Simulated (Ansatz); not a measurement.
`OC([SiH3])N[SiH3]` → `OCN[SiH3]` + `[SiH2]`  (silylene formation by 1,1-elimination)

Gas-phase electronic energies from Ansatz, PBE0-D4/def2-TZVP geometries. CCSD(T)/CBS is the MP2 limit (def2-TZVPP, def2-QZVPP) plus CCSD(T) − MP2 in def2-TZVPP, frozen cores. This one scheme is used for every species. Functionals use def2-TZVPP. Each species was taken in one conformer, which may not be the lowest.

`OC([SiH3])N[SiH3]`:

Cartesian coordinates in Å:
```
O -0.759 1.819 0.708
C -0.035 0.788 0.067
Si -0.361 0.963 -1.802
N -0.398 -0.517 0.556
Si 0.729 -1.682 1.139
H -0.707 1.661 1.657
H 1.045 0.908 0.253
H 0.540 0.020 -2.516
H -0.122 2.345 -2.291
H -1.774 0.572 -2.053
H -1.326 -0.812 0.292
H 1.647 -1.001 2.091
H 1.573 -2.314 0.085
H -0.049 -2.750 1.816
```

`OCN[SiH3]`:

Cartesian coordinates in Å:
```
O -1.630 -1.462 -0.647
C -0.883 -0.282 -0.810
N 0.414 -0.363 -0.208
Si 1.087 0.833 0.828
H -1.619 -1.678 0.290
H -0.835 -0.131 -1.893
H -1.404 0.581 -0.372
H 1.024 -1.033 -0.653
H 0.042 1.231 1.809
H 1.549 2.077 0.145
H 2.258 0.227 1.512
```

`[SiH2]`:

Z-matrix (Å, degrees):
```
Si
H 1 1.525
H 1 1.525 2 91.2
```

(1) Is it downhill or uphill in electronic energy at CCSD(T)/CBS, and by how much? (Best estimate.)

(2) What do these levels give: r2SCAN-D4, PBE, PBE0, MP2/def2-TZVPP, HF/def2-QZVPP, CCSD/CBS(def2)? (Best estimate.)

Largest T1 diagnostic among the species: 0.014.

Answers

(1) The calculation gave: Uphill: ΔE = +50.8 kcal/mol.

(2) Computed: r2SCAN-D4 55.5, PBE 49.9, PBE0 51.3, MP2/def2-TZVPP 53.7, HF/def2-QZVPP 44.1, CCSD/CBS(def2) 49.4 kcal/mol.

The D4 term adds +4.0 kcal/mol with B3LYP and +2.2 kcal/mol with PBE0; it sums over pairs of atoms, weighted by their polarisabilities, and B3LYP, whose exchange is more repulsive, gets the larger term. In def2-TZVPP, CCSD(T) changes the Hartree–Fock value by +5.1 kcal/mol (the triples alone add +1.4 kcal/mol) and MP2 by +9.7 kcal/mol.

B3LYP here is the variant with VWN-RPA as its local correlation; programs differ in this.
